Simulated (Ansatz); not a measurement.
Cartesian coordinates in Å:
```
O 2.2505 -0.0219 0.1188
Si 0.6707 0.2948 0.2623
O 0.4709 1.7100 -0.4975
O 0.1287 0.2681 1.7976
O -0.1964 -0.9230 -0.4432
B -1.4187 -1.0796 -0.9352
Cl -2.5502 0.2805 -1.0561
Cl -1.9572 -2.6463 -1.4963
H 2.5926 -0.8031 0.5545
H -0.4327 1.9672 -0.6945
H 0.4418 0.9534 2.3897
```

The species carries charge 0 and has multiplicity 1.

Q: List the ωB97M-V/def2-TZVPP orbital energies in eV (Ansatz). (Estimate.)

A: Computed: Occupied: -2772.40, -2772.18, -1808.83, -527.09, -526.58, -526.52, -526.48, -262.82, -262.60, -200.29, -200.18, -200.15, -200.07, -199.96, -199.92, -191.25, -149.64, -103.81, -103.77, -103.76, -32.52, -31.59, -31.15, -31.10, -26.83, -25.99, -20.16, -18.63, -17.80, -16.80, -16.16, -15.75, -14.84, -14.54, -14.11, -13.58, -12.97, -12.60, -12.46, -12.33, -12.20, -11.88, -11.77, -11.33. Lowest empty: 1.57, 1.60, 2.78, 2.79, 3.31, 4.12, 4.22, 5.02.
